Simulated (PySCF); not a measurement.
Trifluoroacetamide, C₂H₂F₃NO.
SMILES: `NC(=O)C(F)(F)F`

Torsions of this conformer, `[NH2:1][C:2](=[O:3])[C:4]([F:5])([F:6])[F:7]`: N1–C2–C4–F5 -172°, H–N1–C2–O3 0°, H–N1–C2–O3 -179°.

The closed-shell ground state was solved at several levels (PySCF, density fitting, gas phase, non-relativistic). Isolated species at its GFN2-xTB geometry, gas phase.

```tsv
level	basis functions	HOMO (eV)	LUMO (eV)	gap (eV)	dipole (D)
B3LYP/pcJ-1	209	-8.16	-0.65	7.51	3.86
CAM-B3LYP/def2-SVPD	168	-10.12	0.45	10.57	3.94
```

Question: Estimate the row for PBE0/pcSseg-1, a basis of 129 functions; the other rows only guide the guess.

Answer: HOMO -8.45 eV, LUMO -0.40 eV, gap 8.05 eV, dipole 3.84 D.

Question: Over all these levels, which gives the widest orbital gap and which the narrowest?

Answer: CAM-B3LYP/def2-SVPD (range-separated hybrid) has the widest, 10.57 eV, and B3LYP/pcJ-1 (global hybrid, 20 % exact exchange) the narrowest, 7.51 eV. Functional and basis both differ between the two, so the spread mixes both effects.

Question: How far do the dipole and the HOMO energy spread over the levels?

Answer: The dipole runs from 3.84 to 3.94 D (mean 3.88 D) and the HOMO from -10.12 to -8.16 eV.
